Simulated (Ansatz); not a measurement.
Consider the redistribution: `[F][Ge]([Cl])([Cl])[Cl]` + `N[SiH2]S[SiH](N)F` → `[F][Ge]([F])([Cl])[Cl]` + `N[SiH2]S[SiH](N)Cl`.

Gas-phase electronic energies from Ansatz, PBE0-D4/def2-TZVP geometries. CCSD(T)/CBS is the MP2 limit (def2-TZVPP, def2-QZVPP) plus CCSD(T) − MP2 in def2-TZVPP, frozen cores. Functionals use def2-TZVPP. B3LYP here is the variant with VWN-RPA as its local correlation; programs differ in this. For Ge outer-core shells are correlated without core-valence functions, which leaves a few kJ/mol of doubt a bond. Scalar relativity is left out up to krypton. One conformer a species, not always the lowest.

`[F][Ge]([Cl])([Cl])[Cl]`:

```xyz
5

F    -1.469   -0.260   -0.919
Ge   -0.034   -0.006   -0.022
Cl   -0.202   -1.097    1.773
Cl    1.579   -0.697   -1.186
Cl    0.127    2.060    0.354
```

`N[SiH2]S[SiH](N)F`:

Cartesian coordinates in Å:
```
N -1.135 1.077 1.247
Si -0.980 1.352 -0.430
S -0.878 -0.399 -1.709
Si 0.466 -1.533 -0.552
N 1.673 -0.508 0.088
F -0.212 -2.203 0.733
H -0.336 0.683 1.724
H -1.990 0.676 1.600
H 0.240 2.160 -0.660
H -2.188 2.054 -0.923
H 0.909 -2.674 -1.384
H 2.321 -0.863 0.775
H 2.109 0.179 -0.507
```

`[F][Ge]([F])([Cl])[Cl]`:

```xyz
5

F     0.179    0.416    1.676
Ge   -0.035   -0.003    0.038
F    -1.644   -0.549   -0.107
Cl    1.273   -1.566   -0.453
Cl    0.227    1.702   -1.154
```

`N[SiH2]S[SiH](N)Cl`:

Cartesian coordinates in Å:
```
N 0.766 1.755 0.605
Si 0.467 1.320 -1.017
S -1.347 0.201 -1.431
Si -1.189 -1.224 0.113
N 0.453 -1.650 0.332
Cl -1.792 -0.537 1.962
H 0.163 2.430 1.049
H 0.995 1.010 1.246
H 1.616 0.529 -1.513
H 0.277 2.549 -1.823
H -2.140 -2.310 -0.215
H 1.003 -1.920 -0.469
H 0.728 -2.153 1.161
```

Is it downhill or uphill in electronic energy at CCSD(T)/CBS, and by how much? (Best estimate.)

Ansatz gave: Uphill: ΔE = +53.2 kJ/mol.

What do these levels give: PBE-D4, r2SCAN-D4, PBE0-D4, B3LYP-D4, ωB97X-V, PBE0, MP2/def2-TZVPP, CCSD/def2-TZVPP, CCSD(T)/def2-TZVPP, HF/def2-QZVPP, MP2/CBS(def2), CCSD/CBS(def2)? (Best estimate.)

Computed: PBE-D4 48.7, r2SCAN-D4 51.4, PBE0-D4 50.6, B3LYP-D4 54.1, ωB97X-V 50.2, PBE0 52.2, MP2/def2-TZVPP 50.6, CCSD/def2-TZVPP 53.4, CCSD(T)/def2-TZVPP 52.0, HF/def2-QZVPP 57.7, MP2/CBS(def2) 51.9, CCSD/CBS(def2) 54.7 kJ/mol.

Largest T1 diagnostic among the species: 0.011.

In def2-TZVPP, CCSD(T) changes the Hartree–Fock value by −6.2 kJ/mol (the triples alone add −1.4 kJ/mol) and MP2 by −7.5 kJ/mol.
